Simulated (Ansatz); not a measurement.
One change: `ClC[SiH2][GaH2]` becomes `S[SiH2]CCl`.

Ansatz, PBE0-D4/def2-TZVP geometries, multiplicity 1. Each molecule was computed in one conformer, which needn't be the lowest.

Scalar relativity is left out up to krypton.

```tsv
property	`ClC[SiH2][GaH2]`
LUMO energy (B3LYP/def2-TZVPP) / eV	-1.44
HOMO–LUMO gap (PBE0/def2-TZVPP) / eV	6.08
HOMO energy (PBE0/def2-TZVPP) / eV	-7.31
LUMO energy (PBE0/def2-TZVPP) / eV	-1.23
LUMO energy (PBE/def2-TZVPP) / eV	-2.04
size of the dipole moment (ωB97M-V/def2-TZVPP) / D	1.86
```

Question: What does the change do to each property? (An estimate is asked.)

Answer: Ansatz gave: 
| property | `S[SiH2]CCl` | shift |
| --- | --- | --- |
| LUMO energy (B3LYP/def2-TZVPP) / eV | -0.33 | 1.11 |
| HOMO–LUMO gap (PBE0/def2-TZVPP) / eV | 7.54 | 1.46 |
| HOMO energy (PBE0/def2-TZVPP) / eV | -7.61 | -0.30 |
| LUMO energy (PBE0/def2-TZVPP) / eV | -0.07 | 1.16 |
| LUMO energy (PBE/def2-TZVPP) / eV | -1.01 | 1.03 |
| size of the dipole moment (ωB97M-V/def2-TZVPP) / D | 1.34 | -0.52 |

With PBE0 the HOMO falls by 0.30 eV and the LUMO rises by 1.16 eV, so the gap widens by about 1.46 eV. PBE moves the HOMO by -0.14 eV and ωB97M-V by -0.45 eV. The zero-point energy changes by -10.4 kJ/mol with -3 modes. Dipoles are sizes alone; their direction can turn.

B3LYP here is the variant with VWN-RPA as its local correlation; programs differ in this.
